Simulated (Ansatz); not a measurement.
Basis sets compared for Si₈Ge₈H₂₆, an alloyed nanocrystal cut from the lattice of germanium (8 Si, random). Total charge 0; singlet. Geometry r2SCAN-D4/def2-SVP. Ansatz on 4 threads of AMD EPYC 7R13 on a shared host and a share (37 GiB) of an NVIDIA H100 80GB HBM3; times are rough, and most runs start from earlier orbitals.

```tsv
atom	x (Å)	y (Å)	z (Å)
Ge1	-3.197	1.844	2.632
Ge2	-1.720	-1.300	0.767
Ge3	1.237	-0.833	-1.734
Ge4	4.780	0.016	-0.271
Ge5	-2.736	-0.531	2.836
Ge6	-4.676	2.196	0.737
Ge7	-1.112	3.020	2.220
Ge8	3.282	0.415	-2.135
Si9	-3.628	1.400	-1.259
Si10	-0.137	2.205	0.197
Si11	3.155	-3.472	0.299
Si12	-3.216	-0.906	-1.054
Si13	1.731	-3.162	-1.545
Si14	-1.615	2.572	-1.596
Si15	0.300	-0.099	0.335
Si16	5.173	-2.329	-0.087
H17	-3.855	2.371	3.925
H18	-4.542	1.639	-2.426
H19	-1.408	-2.810	0.862
H20	0.217	-0.581	-2.865
H21	1.151	2.930	-0.069
H22	3.420	-4.931	0.513
H23	2.504	-2.930	1.535
H24	4.128	0.543	1.021
H25	6.105	0.776	-0.471
H26	-4.042	-1.307	3.102
H27	-1.780	-0.788	4.018
H28	-4.506	-1.628	-0.811
H29	-2.619	-1.433	-2.323
H30	0.462	-3.939	-1.375
H31	2.421	-3.654	-2.781
H32	-6.007	1.452	0.967
H33	-4.993	3.699	0.602
H34	-1.381	4.534	2.109
H35	-0.143	2.795	3.398
H36	-1.907	4.038	-1.706
H37	-0.980	2.128	-2.879
H38	1.295	-0.361	1.429
H39	2.974	1.916	-2.295
H40	3.953	-0.076	-3.434
H41	6.165	-2.615	0.998
H42	5.749	-2.807	-1.385
```

Single mean-field runs in def2-SVP, def2-TZVP are fitted with def2-universal-jkfit. Another isomer (singlet) lies 0.11 eV lower at PBE0-D4/def2-TZVP; other spin states weren't run for this one.

Binding counts from free atoms (Ge triplet, Si triplet, H doublet) in the same basis, without a counterpoise term.

```csv
level,functions,energy (Eh),HOMO (eV),LUMO (eV),binding per atom (eV),wall time
PBE-D4/def2-SVP,530,-18941.3145,-6.26,-1.67,3.00,4 s
PBE0-D4/def2-SVP,530,-18942.0170,-7.23,-1.00,3.00,5.5 s
```

Problem. Estimate the rows for PBE-D4/def2-TZVP (with forces), PBE0-D4/def2-TZVP.

Solution. 
```json
{"level": "PBE-D4/def2-TZVP (with forces)", "functions": "836", "energy (Eh)": "-18944.2165", "HOMO (eV)": "-6.27", "LUMO (eV)": "-1.83", "binding per atom (eV)": "3.00", "wall time": "7.5 s"}
{"level": "PBE0-D4/def2-TZVP", "functions": "836", "energy (Eh)": "-18944.9014", "HOMO (eV)": "-7.19", "LUMO (eV)": "-1.12", "binding per atom (eV)": "3.00", "wall time": "12 s"}
```
